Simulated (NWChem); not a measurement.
Correlation energy of ditellurium (Te2)

```xyz
2

Te     0.0000     0.0000     1.2818
Te     0.0000     0.0000    -1.2818
```
Charge 0, spin multiplicity 3.

All runs are NWChem calculations. Structure: optimised with UPBE0/def2-SVP with def2 effective core potentials on Te, a minimum by its harmonic frequencies.

Basis set: def2-SVP. Each correlation energy counts from its own Hartree-Fock reference.

```json
[
 {"method": "CCSD on ROHF", "correlation energy (mHa)": "-237.9"},
 {"method": "UMP2", "correlation energy (mHa)": "-217.2"},
 {"method": "CCSD(T) on UHF", "correlation energy (mHa)": "-239.4"},
 {"method": "CCSD[T] on UHF", "correlation energy (mHa)": "-239.7"},
 {"method": "SCS-UMP2", "correlation energy (mHa)": "-199.1"},
 {"method": "CCSD on UHF", "correlation energy (mHa)": "-230.0"},
 {"method": "CCSD[T] on ROHF", "correlation energy (mHa)": "-248.3"},
 {"method": "CCSD(T) on ROHF", "correlation energy (mHa)": "-248.3"}
]
```

The values span 49.1 mHa, from CCSD[T] on ROHF (lowest) to SCS-UMP2 (highest). 

Effective core potentials replace the inner electrons of Te; spin-orbit coupling is left out. The correlated methods keep 8 core orbitals frozen. The unpaired electrons of the parent sit in orbitals of symmetry b2g and b3g (D2h labels of the run); other states weren't searched. The stability of the SCF solutions was not checked. Open-shell Hartree-Fock references start from PBE0 orbitals. Coupled-cluster values serve here as a point of comparison, not as the truth.
